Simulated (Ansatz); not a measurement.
Two structures of Si2NH8ClOF2, singlet, reached by relaxing down either side of one saddle point (PBE0-D4/def2-TZVP). Energies are electronic, without zero-point energy. Computed with Ansatz 0.2.0 (basis: def2-TZVPP and def2-QZVPP); correlated methods freeze the cores. Extrapolation: Hartree–Fock as exp(−7.88 √X), correlation as X^−2.97. First:

```xyz
15
angstrom
Si -1.2313 -0.2260 -0.4609
Si -0.4684 -0.4510 1.7455
F -2.6986 0.3157 -0.0038
F -0.8778 1.0937 -1.3414
Cl -1.9299 -1.8716 -1.5298
H 1.3494 -0.1091 -0.8058
N 0.6730 -0.8032 -1.1350
H 1.8946 2.1793 0.5732
O 1.7028 1.7529 -0.2649
H 0.8487 -1.1481 1.8298
H -1.4518 -1.2041 2.5649
H -0.2931 0.9035 2.3416
H 0.9371 -1.7238 -0.8034
H 0.6877 -0.8179 -2.1498
H 0.8574 2.1097 -0.5603
```

Second:

```
atom    x (Å)    y (Å)    z (Å)
 Si1  -1.2931   0.0564  -1.7443
 Si2   0.2700  -0.2194   2.3844
  F3  -1.0770   1.5566  -1.3002
  F4  -1.5506   0.0634  -3.3000
 Cl5  -2.9468  -0.5905  -0.7811
  H6   1.4720   0.6138  -0.6802
  N7   0.0998  -0.8558  -1.4649
  H8  -0.6665   0.6325   1.6103
  O9   1.8425   1.0894   0.0749
 H10   1.3843   0.5696   2.9527
 H11   0.7852  -1.3132   1.5163
 H12  -0.4947  -0.8588   3.4899
 H13   0.2591  -1.2667  -0.5557
 H14   0.4320  -1.4544  -2.2054
 H15   1.4836   1.9772   0.0032
```

Problem. Which bonds change from the first to the second?

Solution. Si₂H₃ClF₂ ([F][Si]([F])([SiH3])[Cl]) + H₂O + NH₃ → SiNH₂ClF₂ ([NH2][Si]([F])([F])[Cl]) + SiH₄ + H₂O; bonds formed: Si2–H8, H6–O9; dative contacts that become bonds: Si1–N7; bonds broken: Si1–Si2, H6–N7, H8–O9.

Problem. Give the saddle point's structure and its height above each. (Judge from chemistry; the value comes from the calculation.)

Solution. The calculation gives: 55.23 kcal/mol above the first and 67.80 kcal/mol above the second (CCSD(T) at an estimated basis limit (MP2 extrapolated from triple and quadruple zeta, plus CCSD(T) − MP2 in triple zeta)).
| atom | x (Å) | y (Å) | z (Å) |
| --- | --- | --- | --- |
| Si1 | -1.0082 | -0.1265 | -0.6707 |
| Si2 | -0.1642 | -0.0879 | 1.8258 |
| F3 | -2.2040 | 0.4783 | 0.2479 |
| F4 | -0.9157 | 1.0986 | -1.7054 |
| Cl5 | -2.1271 | -1.7015 | -1.4211 |
| H6 | 1.4050 | 0.4460 | -0.8110 |
| N7 | 0.6314 | -0.7726 | -1.1494 |
| H8 | 0.6079 | 0.9079 | 0.4893 |
| O9 | 1.5788 | 1.3318 | -0.2145 |
| H10 | 1.1769 | -0.4307 | 2.3827 |
| H11 | -0.8872 | -1.3947 | 1.7222 |
| H12 | -0.8993 | 0.8085 | 2.7450 |
| H13 | 0.9287 | -1.5711 | -0.5983 |
| H14 | 0.6102 | -1.0775 | -2.1192 |
| H15 | 1.2667 | 2.0911 | -0.7235 |

No T1 diagnostic of these runs exceeds 0.013.

Labels in which every atom is bracketed show which atoms are joined, not bond orders.

For scale, one of the runs: CCSD(T)/def2-TZVPP, 362 basis functions, launched by `ansatz run in.yaml --threads 4 --pin off --events-out ev --progress --plain --max-ram 46080MiB --backend cuda --devices 0, --max-vram 37GiB`. The run took 11 s on 4 CPU threads of an AMD EPYC 7R13 and a share of one NVIDIA H100 (shared host), with 0.9 GiB of host memory at its peak.
